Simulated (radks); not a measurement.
Question: The tungsten ion W4+, 70 electrons, occupied as [Xe] 4f14 5d2 (the NIST ground configuration). Calculated with a radial shooting solver on a logarithmic mesh with Libxc functionals: Dirac Kohn-Sham, BLYP, spin-unpolarised, spherical densities, finite nucleus; open shells fill j = l - 1/2 first; Fermi nuclear charge, rms radius 5.3658 fm. Some entries of the table are withheld. Estimate them.

orbital,occ.,eigenvalue (Ry),<1/r> (bohr^-1),<r^2> (bohr^2)
1s1/2,2,-5102.445,87.04,0.0004631
2s1/2,2,-882.7638,21.18,0.007063
2p1/2,2,-844.5347,21.16,0.005041
2p3/2,4,-745.0834,17.77,0.006242
3s1/2,2,-205.7154,7.775,0.04614
3p1/2,2,-188.6408,7.693,0.04232
3p3/2,4,-167.1368,6.817,0.04891
3d3/2,4,-138.3034,6.711,0.03791
3d5/2,6,-133.6260,6.505,0.03972
4s1/2,2,-44.93120,3.268,0.2283
4p1/2,2,-37.84287,(1),0.2355
4p3/2,4,-32.85663,(2),0.2709
4d3/2,4,-21.19614,2.638,0.2955
4d5/2,6,-20.27744,2.565,0.3089
5s1/2,2,-8.92818,1.273,1.261
5p1/2,2,-6.80154,1.150,1.516
5p3/2,4,-6.05010,1.047,1.770
4f5/2,6,-5.68521,(3),0.4504
4f7/2,8,-5.52015,(4),0.4650
5d3/2,2,-3.22780,0.7762,3.138
5d5/2,0,-3.14924,0.7561,3.286

Answer: 
(1) 4p1/2 <1/r> (bohr^-1): 3.158
(2) 4p3/2 <1/r> (bohr^-1): 2.853
(3) 4f5/2 <1/r> (bohr^-1): 2.105
(4) 4f7/2 <1/r> (bohr^-1): 2.074
